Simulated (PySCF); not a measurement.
**Spin states and ions at one geometry of [Bi(OH)2]+**

PySCF 2.14.0, RKS r2SCAN, Bi def2-SVP with ECP60, O def2-SVP, H def2-SVP; non-relativistic Hamiltonian with scalar-relativistic core potentials where named; density fitting; no spin-orbit coupling; singlets restricted, open shells unrestricted. The geometry is relaxed for charge +1, singlet, vacuum:

```xyz
5

Bi    0.0000    0.0000   -0.4943
O     1.4057   -0.0325    0.9667
H     2.3447   -0.0589    0.7025
O    -1.4057    0.0325    0.9667
H    -2.3447    0.0589    0.7025
```

Energies count from the relaxed state; an electron taken off or put on is at rest in vacuum. Charges and spins are Mulliken's.

Task: Order these states by energy, lowest first.
A. charge 0, doublet, vacuum
B. charge +1, triplet, vacuum
C. charge +1, singlet, vacuum
D. charge +2, doublet, vacuum

Result: A (-6.97 eV), C (0.00 eV), B (2.98 eV), D (16.56 eV).

Task: How do charge and spin on the first atom follow?

Result: 
```tsv
state	spin squared	charge on Bi1 (e)	spin on Bi1 (e)	dipole about the centre of mass (D)
charge +1, singlet, vacuum	0.00	1.32	0.00	3.20
charge +1, triplet, vacuum	2.01	0.99	0.86	0.66
charge +2, doublet, vacuum	0.82	1.70	-0.24	0.30
charge 0, doublet, vacuum	0.75	0.66	0.85	3.58
```

With an electron taken off (doublet) the charges change, summed by element, by Bi +0.38 e, O +0.49 e, H +0.14 e. The vertical ionisation energy is 16.56 eV, against −ε(HOMO) = 13.31 eV of the relaxed state. The level lies 3.3 eV too high, as is usual for semilocal functionals and global hybrids, which keep a self-interaction error.

With an electron put on (doublet) the charges change, summed by element, by Bi -0.66 e, O -0.21 e, H -0.12 e. The vertical electron affinity is 6.97 eV, against −ε(LUMO) = 9.93 eV of the relaxed state.

Open shells may have lower solutions than those found.

No frequency check is given that shows the relaxed geometry to be a minimum.
